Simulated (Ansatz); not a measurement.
System: sum formula InHCl$_{2}$, net charge 0, singlet state. 
Structure (B3LYP-D3(BJ)/def2-TZVP (Ansatz, a first-principles code) minimum search):
SMILES: [Cl][InH][Cl]
```xyz
4

Cl    -0.4276     2.0477    -0.0030
In    -0.4206    -0.2862    -0.0123
Cl     1.7472    -1.1496     0.0416
H     -1.8249    -1.2420    -0.0534
```
Charge 0, spin multiplicity 1.

Basis-set convergence of Hartree-Fock and CCSD(T) correlation energies (hartree) with Ansatz. Cores are frozen in the correlated levels unless marked. No spin-orbit coupling. The frozen core is the preceding noble-gas configuration, with the filled d and f shells of earlier blocks. In def2 rows, elements after Kr have scalar-relativistic effective core potentials.

| basis | functions | E(HF) | E(corr, CCSD(T)) |
|---|---|---|---|
| def2-SVPD | 94 | -1108.61568 | -0.38669 |
| def2-TZVPPD | 175 | -1108.92532 | -0.50474 |
| def2-QZVPPD | 279 | -1108.95154 | -0.54742 |

Extrapolating the two largest sets (X = 3 and 4) as X^-3: E(corr) = (64·(-0.54742) - 27·(-0.50474))/37 = -0.5786 Eh, an estimate of the basis-set limit. The largest set recovers 94.6 % of it, the smallest 66.8 %.
